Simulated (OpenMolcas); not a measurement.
## Computed transition rates of Ir7+

| Item | Value |
| --- | --- |
| Program | OpenMolcas 26.06 |
| Method | SS-CASPT2, IPEA 0.25 Eh, imaginary shift 0.1 Eh (closed shells correlated: 5s 5p) |
| Basis | ANO-RCC-VTZP [8s7p5d3f1g] |
| Scalar Hamiltonian | DKH2, point nucleus |
| Active space | 2 electrons in 5 orbitals (5d) |
| State averaging | 2S+1 = 3 even, 10 roots; 2S+1 = 1 even, 15 roots kept (CI in the orbitals of an earlier block) |
| Spin-orbit coupling | RASSI with atomic mean-field integrals over the reference wave functions, term energies averaged over their components |

Rates come from the transition moments of the reference wave functions (E1 and E2 in the length form). At fixed line strength A goes as λ^-3 for E1 and M1 and as λ^-5 for E2, so a rate at the computed wavelength can be rescaled to the measured one. Measured vacuum wavelengths follow from level energies in van het Hof, Joshi, Wyart and Sugar, J. Res. Natl. Inst. Stand. Technol. 100, 687 (1995). Branching counts decays inside the model space alone, at computed energies, and the table is only a selection of the E2 and M1 lines, drawn from those between levels with measured partners whose computed energy lies within a factor of 1.5 of the measured one.

```json
{"Upper": "5d2 3P1", "Lower": "5d2 3P0", "Type": "M1", "λ computed (nm)": "1185", "λ measured (nm)": "1255", "A computed (s-1)": "9.67e+00", "A rescaled (s-1)": "8.14e+00", "Branching %": "65.2"}
{"Upper": "5d2 3F4", "Lower": "5d2 3F3", "Type": "M1", "λ computed (nm)": "1084", "λ measured (nm)": "1118", "A computed (s-1)": "1.26e+01", "A rescaled (s-1)": "1.15e+01", "Branching %": "99.9"}
{"Upper": "5d2 3F3", "Lower": "5d2 3F2", "Type": "M1", "λ computed (nm)": "761.9", "λ measured (nm)": "789.1", "A computed (s-1)": "4.99e+01", "A rescaled (s-1)": "4.49e+01", "Branching %": "100.0"}
{"Upper": "5d2 3P2 [57 %]", "Lower": "5d2 3P1", "Type": "M1", "λ computed (nm)": "724.9", "λ measured (nm)": "732.2", "A computed (s-1)": "2.02e+01", "A rescaled (s-1)": "1.96e+01", "Branching %": "20.5"}
{"Upper": "5d2 1G4", "Lower": "5d2 3F4", "Type": "M1", "λ computed (nm)": "655.6", "λ measured (nm)": "683.2", "A computed (s-1)": "1.99e+01", "A rescaled (s-1)": "", "Branching %": "24.1"}
{"Upper": "5d2 3P0", "Lower": "5d2 3F2", "Type": "E2", "λ computed (nm)": "560.4", "λ measured (nm)": "579.6", "A computed (s-1)": "5.29e-01", "A rescaled (s-1)": "4.47e-01", "Branching %": "100.0"}
{"Upper": "5d2 1G4", "Lower": "5d2 3F3", "Type": "M1", "λ computed (nm)": "408.6", "λ measured (nm)": "424.1", "A computed (s-1)": "6.26e+01", "A rescaled (s-1)": "", "Branching %": "75.6"}
{"Upper": "5d2 3P1", "Lower": "5d2 3F2", "Type": "M1", "λ computed (nm)": "380.5", "λ measured (nm)": "396.5", "A computed (s-1)": "4.21e+00", "A rescaled (s-1)": "", "Branching %": "28.4"}
{"Upper": "5d2 3P1", "Lower": "5d2 3F2", "Type": "E2", "λ computed (nm)": "380.5", "λ measured (nm)": "396.5", "A computed (s-1)": "5.62e-01", "A rescaled (s-1)": "4.57e-01", "Branching %": "3.8"}
{"Upper": "5d2 1S0", "Lower": "5d2 3P2 [57 %]", "Type": "E2", "λ computed (nm)": "377", "λ measured (nm)": "382.5", "A computed (s-1)": "4.41e+00", "A rescaled (s-1)": "", "Branching %": "1.0"}
{"Upper": "5d2 3P2 [57 %]", "Lower": "5d2 3F3", "Type": "M1", "λ computed (nm)": "371", "λ measured (nm)": "381.6", "A computed (s-1)": "2.01e+01", "A rescaled (s-1)": "", "Branching %": "20.4"}
{"Upper": "5d2 3P2 [57 %]", "Lower": "5d2 3F2", "Type": "M1", "λ computed (nm)": "249.5", "λ measured (nm)": "257.2", "A computed (s-1)": "1.98e+00", "A rescaled (s-1)": "", "Branching %": "2.0"}
{"Upper": "5d2 1S0", "Lower": "5d2 3P1", "Type": "M1", "λ computed (nm)": "248", "λ measured (nm)": "251.2", "A computed (s-1)": "3.89e+02", "A rescaled (s-1)": "", "Branching %": "89.3"}
{"Upper": "5d2 1S0", "Lower": "5d2 3F2", "Type": "E2", "λ computed (nm)": "150.1", "λ measured (nm)": "153.8", "A computed (s-1)": "1.25e+01", "A rescaled (s-1)": "", "Branching %": "2.9"}
```

Spin-changing lines and M1 lines between different terms are not rescaled, since their strength hangs on the term gaps too.

The largest correction is for 5d2 3P1 → 5d2 3F2 (E2): 5.62e-01 × (380.5 / 396.5)^5 = 4.57e-01 s-1, a factor of 0.81.

The computed rate and branching of 5d2 3P0 → 5d2 3F2 give the upper level a radiative lifetime of 1.000 / 5.29e-01 s-1 = 1.89e+00 s, counting decays inside the model space alone. The rescaled rate gives about 2.2e+00 s.

These are rates of the free ion; in crystals, glasses and complexes forced electric-dipole and non-radiative decay shorten such lifetimes by orders of magnitude. No measured rate stands beside these. Rescaling mends the energy factor alone: line strengths can still be far off where a level mixes with configurations outside the active space, and weak or spin-changing lines hang on small mixing coefficients that depend on the term gaps too, so rescaling need not improve them.

CASPT2 breaks the degeneracy within a term, and the mean is taken; among the terms shown or strongly mixed into the levels shown the widest spread is 500 cm-1 (5d2 1G). Terms from blocks run as CI alone lack orbitals of their own. Computed and measured levels are paired by configuration, term and J; levels that our copy of the source lacks, or whose pairing is in doubt (as where it misses far off the trend of its configuration), stay unpaired. Levels of configurations outside the active space are missing.

A share in square brackets marks a mixed level and gives the weight of the term that names it.
